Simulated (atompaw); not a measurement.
# B (Z = 5): one change to a PAW (atompaw) potential, before and after

atompaw 4.2.0.5 input, output lines left out:

```
B 5
GGA-PBE scalarrelativistic loggrid 1500 logderivrange -3 5 201
2 2 0 0 0 0
2 0 1
2 1 2
0 0 0
c
v
v
1
3.00 2.25 2.20 1.50
y
1.3
n
y
0.1
n
custom rrkj vanderbiltortho gaussian
2 0 troulliermartins
3.00
1.55
3.00
3.00
```

Change: waves 2s (bound); 2s channel at 1.3 Ry; 2p (bound); 2p channel at 0.1 Ry; augmentation gaussian compensation charge, radius 2.25 bohr; PAW radius 3.00 bohr; waves and projectors: bloechl.

Cutoffs: the cutoffs (Ry, on a coarse ladder) from which the occupation-weighted sum of valence levels, in a spherical-Bessel basis at the reference potential, stays within 10 and 1 mRy of its value at 400 Ry; they do not see the model core or the augmentation charge, which bear on the density cutoff.

Q: What does the change do?

A: The potential gets harder (6 Ry and 8 Ry → 12 Ry and 18 Ry); the bound ghost in s disappears; the range in which the p phases agree widens (upper end 1.2 → 4.7).

```tsv
quantity	base	changed
cutoff, loose	6 Ry	12 Ry
cutoff, tight	8 Ry	18 Ry
loose cutoff by channel (10 mRy a level)	s 6 Ry, p 6 Ry	s 8 Ry, p 12 Ry
bound ghosts	s	none
s: phases at 3.02 bohr within 0.05 rad from the reference energy up to (Ry; the scan ends near 5)	to the end of the scan	4.4
p: phases at 3.02 bohr within 0.05 rad from the reference energy up to (Ry; the scan ends near 5)	1.2	4.7
lowest overlap eigenvalue by channel	s 0.69, p 1.00	s 0.62, p 1.00
```

 A true bound ghost makes a file unfit for plane-wave use even where its test errors are small: the radial tests pick states by their node count and pass the ghost by. The cutoffs see the waves, projectors and local potential, not the compensation charge or the core.
